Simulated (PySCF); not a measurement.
BeBrHO. Atoms are numbered in the order given.

```xyz
4

Be    -0.0144    -1.1597     0.0000
Br     0.0040     0.8114     0.0000
O     -0.0839    -2.5651     0.0000
H      0.5875    -3.2388     0.0000
```
Charge 0, spin multiplicity 1.

The structure is a stationary point at PBE0-D3(BJ)/def2-TZVP. One conformer was computed; it need not be the lowest.

Computed with PySCF with HF/pcSseg-2.

GIAO shieldings, no solvent; atoms alike by connectivity are averaged. δ = σ(ref) − σ: ¹⁷O against H2O (σ = 326.0 ppm); ¹H against TMS (σ = 31.98 ppm), references at their B3LYP-D3(BJ)/def2-TZVP geometries, non-relativistic (without spin–orbit terms, shifts of atoms bonded to Cl or Br come out too high).

Computed chemical shifts:
```tsv
nucleus	atoms	count	δ (ppm)
¹⁷O	O3	1	17.3
¹H	H4	1	2.51
```
